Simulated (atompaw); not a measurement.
**Pseudopotential generation for gold: PAW (atompaw), PBEsol, scalar-relativistic.**

- Element: gold
- Generator: atompaw 4.2.0.5
- Type: PAW
- Functional: PBEsol
- Relativity: scalar-relativistic
- Frozen core: [Kr] 4d10 4f14
- Valence charge: 19
- Reference configuration: 5s2 5p6 5d9 6s0 6p0 (charge +2)
- Partial waves: 5s (bound): rc 1.40 bohr; 6s (bound, empty): rc 2.25 bohr; 5p (bound): rc 1.25 bohr; 6p (bound, empty): rc 1.50 bohr; 5d (bound): rc 2.25 bohr; 5d channel at -1.45 Ry: rc 2.25 bohr
- Local potential: troulliermartins scheme with l = 3 at 0 Ry, radius 1.55 bohr
- Core correction: smooth core density matched at 1.35 bohr
- Augmentation charge: besselshape compensation charge, radius 1.85 bohr; PAW radius 2.25 bohr; waves and projectors: custom polynom vanderbiltortho

All-electron outer shells of the reference configuration (PBEsol, scalar-relativistic, ld1.x):

| shell | level (eV) | outermost node (bohr) | outermost maximum (bohr) |
| --- | --- | --- | --- |
| 5s | -130.07 | 0.48 | 0.84 |
| 4f | -102.91 | – | 0.37 |
| 5p | -81.32 | 0.52 | 0.96 |
| 5d | -27.36 | 0.56 | 1.20 |
| 6s | -22.76 | 1.10 | 2.13 |
| 6p | -14.50 | 1.29 | 2.70 |

Task: Does the generator finish with these settings?

Result: Yes, a potential is produced.

Task: Estimate the cutoffs (Ry, on a coarse ladder) from which the occupation-weighted sum of valence levels, in a spherical-Bessel basis at the reference potential, stays within 10 and 1 mRy of its value at 400 Ry.

Result: 40 Ry and 70 Ry.

Task: What does a ghost test show?

Result: No extra level below or beside the all-electron valence levels (s, p, d, f tested).

Task: Is the overlap operator S = 1 + Σ q|β⟩⟨β| positive definite (Bessel basis up to 400 Ry)?

Result: Yes: its lowest eigenvalue is 0.38 (s channel).

Task: Which valence shell sets the plane-wave cutoff?

Result: 5p: its level needs 50 Ry to come within 1 mRy, against 35 Ry for 5s.
